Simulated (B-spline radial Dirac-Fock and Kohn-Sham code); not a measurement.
# Br⁺ 2p3/2: cross section and angular parameters

System: Br⁺, configuration [Ar] 3d10 4s2 4p4; threshold 1565.0 eV (orbital energy of the model). Model: Dirac-Hartree-Slater photoionisation with a Latter tail; cross sections with all multipoles, angular parameters from the dipole term and its interference with E2. Program: a radial finite-basis atomic code.

For linearly polarised light dσ/dΩ = σ/(4π) [1 + β P₂(cos θ) + (δ + γ cos²θ) sin θ cos φ], with θ from the polarisation vector and φ the angle between the beam and the projection of the electron momentum on the plane normal to the polarisation.

```
hν (eV)  σ (kb)      β      γ      δ
   2460     122  1.459  0.169  0.027
   2490     118  1.461  0.183  0.027
 2984.4    71.7  1.470  0.391  0.035
   3080    65.5  1.468  0.427  0.036
   4000    30.7  1.424  0.713  0.049
   4040    29.9  1.421  0.724  0.050
   4220    26.2  1.410  0.769  0.052
   4590    20.4  1.385  0.856  0.058
   7440    4.58  1.199  1.315  0.104
 9251.7       ?      ?      ?      ?
  10100    1.71  1.053  1.557  0.150
  15000   0.455  0.848  1.814  0.231
```

Problem. Give the values at Ga Kα (9251.7 eV).

Solution. σ = 2.27 kb, β = 1.097, γ = 1.491, δ = 0.135.

Values without a named source are computed, but for edge energies of neutral atoms, which are taken from tables.
